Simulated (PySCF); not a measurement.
C₂H₈O₃Si₂.
SMILES with atom numbers: `[CH3:1][C:2](=[O:3])[O:4][SiH2:5][O:6][SiH3:7]` (hydrogens: H8, H9, H10 on C1; H11, H12 on Si5; H13, H14, H15 on Si7)

The same species was optimised twice, with GFN2-xTB and with PBE0-D3(BJ)/def2-SVP (PySCF), and the same property calculations (PySCF, gas phase) were run on both structures.

```tsv
coordinate	GFN2-xTB	PBE0-D3(BJ)/def2-SVP	change
O4–Si5 (Å)	1.654	1.715	+0.061
Si5–O6 (Å)	1.606	1.635	+0.029
O6–Si7 (Å)	1.623	1.650	+0.027
C2–O4 (Å)	1.325	1.337	+0.012
C1–C2 (Å)	1.504	1.497	-0.007
C2=O3 (Å)	1.202	1.208	+0.006
Si5–O6–Si7 (°)	153.8	166.6	+12.8
C2–O4–Si5 (°)	122.2	115.2	-7.0
O4–Si5–O6 (°)	100.6	103.3	+2.7
O3–C2–O4 (°)	122.5	121.2	-1.3
C1–C2–O4 (°)	112.5	113.4	+0.9
C1–C2–O3 (°)	125.0	125.4	+0.4
C1–C2–O4–Si5 (°)	180	180	0
C2–O4–Si5–O6 (°)	180	180	0
```

Rotational constants: A = 5889, B = 721.0, C = 655.0 MHz (GFN2-xTB) against A = 5774, B = 702.5, C = 638.4 MHz (PBE0-D3(BJ)/def2-SVP). Atoms that the bonding makes alike are paired by their places after alignment.

On the GFN2-xTB structure: HOMO (eV) -8.10 [PBE0/pcSseg-1]; LUMO (eV) 0.15 [PBE0/pcSseg-1]; dipole (D) 2.05 [PBE0/pcSseg-1]; GIAO shielding of C1 (ppm) 162.5 [PBE0/pcSseg-1]; GIAO shielding of C2 (ppm) 10.4 [PBE0/pcSseg-1]; GIAO shielding of O3 (ppm) -138.6 [PBE0/pcSseg-1]; GIAO shielding of O4 (ppm) 115.3 [PBE0/pcSseg-1]; GIAO shielding of Si5 (ppm) 385.0 [PBE0/pcSseg-1]; GIAO shielding of O6 (ppm) 309.5 [PBE0/pcSseg-1]; GIAO shielding of Si7 (ppm) 391.5 [PBE0/pcSseg-1].

Problem. What do these properties become on the PBE0-D3(BJ)/def2-SVP structure?

Solution. 
| property | level | on GFN2-xTB | on PBE0-D3(BJ)/def2-SVP | change |
| --- | --- | --- | --- | --- |
| HOMO (eV) | PBE0/pcSseg-1 | -8.10 | -8.18 | -0.08 |
| LUMO (eV) | PBE0/pcSseg-1 | 0.15 | 0.06 | -0.09 |
| dipole (D) | PBE0/pcSseg-1 | 2.05 | 1.75 | -0.30 |
| energy, GFN2-xTB geometry as zero (kcal/mol) | PBE0/pcSseg-1 | 0.0 | -4.1 | -4.1 |
| GIAO shielding of C1 (ppm) | PBE0/pcSseg-1 | 162.5 | 161.9 | -0.6 |
| GIAO shielding of C2 (ppm) | PBE0/pcSseg-1 | 10.4 | 6.3 | -4.1 |
| GIAO shielding of O3 (ppm) | PBE0/pcSseg-1 | -138.6 | -140.2 | -1.6 |
| GIAO shielding of O4 (ppm) | PBE0/pcSseg-1 | 115.3 | 102.0 | -13.3 |
| GIAO shielding of Si5 (ppm) | PBE0/pcSseg-1 | 385.0 | 384.2 | -0.8 |
| GIAO shielding of O6 (ppm) | PBE0/pcSseg-1 | 309.5 | 310.5 | +1.0 |
| GIAO shielding of Si7 (ppm) | PBE0/pcSseg-1 | 391.5 | 392.2 | +0.7 |

The heavy atoms differ by 0.095 Å rms after alignment. Among bonds between heavy atoms O4–Si5 changes most (+0.061 Å). Changes are differences of the printed values. Neither structure is proved a minimum here.

The values belong to the conformer `[CH3:1][C:2](=[O:3])[O:4][SiH2:5][O:6][SiH3:7]`: C1–C2–O4–Si5 180°, C2–O4–Si5–O6 180°.
